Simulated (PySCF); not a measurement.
An unknown is described by computed data only.

Elements present: C, F and H. Monoisotopic mass: 115.0918 u (electron mass counted); charge +1.

| Property | Result |
| --- | --- |
| 13C NMR | chemical shifts (computed TMS as zero) by class: 345.4 (1 C), 97.9 (1 C), 69.7 (1 C), 41.3 (1 C), 9.0 (2 C), 7.7 (1 C) ppm [GIAO PBE0/pcSseg-1] |
| 1H NMR | chemical shifts (computed TMS as zero) by class: 6.37 (2 H), 4.55 (2 H), 3.99 (3 H), 1.54 (2 H), 0.90 (1 H), 0.67 (2 H) ppm [GIAO PBE0/pcSseg-1] |
| Polarisability | 78.9 au [wB97X-D/def2-SVPD] |
| NMR, other nuclei | isotropic shieldings of nuclei other than C and H, by class: 384 (1 F) ppm [GIAO PBE0/pcSseg-1] |
| UV, strongest line | among the 10 lowest singlet transitions: S8 at 7.19 eV (172 nm, f = 0.167) [TDDFT wB97X-D/def2-SVPD] |
| Valence photoelectron | vertical ionisation energy: 14.66 eV [ΔSCF wB97X-D/def2-SVPD] |
| UV, first state | lowest singlet excitation: 3.67 eV (337 nm, f = 0.014) [TDDFT wB97X-D/def2-SVPD] |
| Triplet | lowest triplet excitation (Tamm–Dancoff): 3.44 eV [TDA wB97X-D/def2-SVPD] |
| Rotational structure | rotational constants A, B, C: 3.592, 1.131, 0.929 GHz [PBE0-D3(BJ)/def2-SVP] |

The electronic properties come from PySCF, for the isolated species, density fitting. Levels stand in brackets. The structure is a single PBE0-D3(BJ)/def2-SVP conformer in the gas phase; no vibrational or solvent corrections. NMR values are class means; diastereotopic atoms form classes of their own.

Question: Which formula fits the mass and the elements?

Answer: C7H12F (calculated 115.0918). No other formula that holds each of these elements comes within 0.0003 u with a fitting electron parity and a possible valence count.

Question: Propose a structure and show how it fits.

Answer: Numbering: `[CH3:1][C+:2]([CH2:3][F:4])[CH2:5][CH:6]1[CH2:7][CH2:8]1`. 7 carbons fall into 6 classes; from least to most shielded: formal carbocation centre [C2] (345.4 ppm), sp3 C–F carbon [C3] (97.9 ppm), chain CH2 carbon [C5] (69.7 ppm), methyl carbon [C1] (41.3 ppm), three-membered-ring carbon [C7/C8] (9.0 ppm, 2 C), three-membered-ring carbon [C6] (7.7 ppm). Hydrogen classes from least to most shielded: 2 H on an sp3 C–F carbon, C3 (6.37 ppm), 2 H on a chain CH2 carbon, C5 (4.55 ppm, a mean of values up to 1.1 ppm apart in this geometry), 3 H on a methyl carbon, C1 (3.99 ppm, a mean of values up to 0.7 ppm apart in this geometry), 2 H on 2 three-membered-ring carbons, C7/C8 (1.54 ppm), 1 H on a three-membered-ring carbon, C6 (0.90 ppm), 2 H on 2 three-membered-ring carbons, C7/C8 (0.67 ppm, a mean of values up to 0.7 ppm apart in this geometry). The other shieldings belong to: 384 ppm, alkyl fluorine [F4]. S1 is mainly HOMO→LUMO (weight 0.90); the largest Löwdin shares of the orbital it empties are 0.34 on a three-membered-ring carbon, 0.27 on a three-membered-ring carbon, 0.15 on a three-membered-ring carbon and 0.06 on the chain CH2 carbon, of the orbital it fills 0.50 on the formal carbocation centre, 0.09 on the chain CH2 carbon, 0.09 on the methyl carbon and 0.08 on the sp3 C–F carbon. The optimised geometry has point group C1 and is an asymmetric top. Structure: `C[C+](CF)CC1CC1`. Computed isomers that give other values at the same levels: `C[C+]1CCCC[C@H]1F` (rotational constant A: 2.846 GHz; this holds for the one conformer computed). The assignments are read from this structure; whether some other isomer fits the data as well wasn't checked.

Conformer computed: `[CH3:1][C+:2]([CH2:3][F:4])[CH2:5][CH:6]1[CH2:7][CH2:8]1`: C1–C2–C3–F4 180°, C1–C2–C5–C6 -2°, C2–C5–C6–C7 -154°.
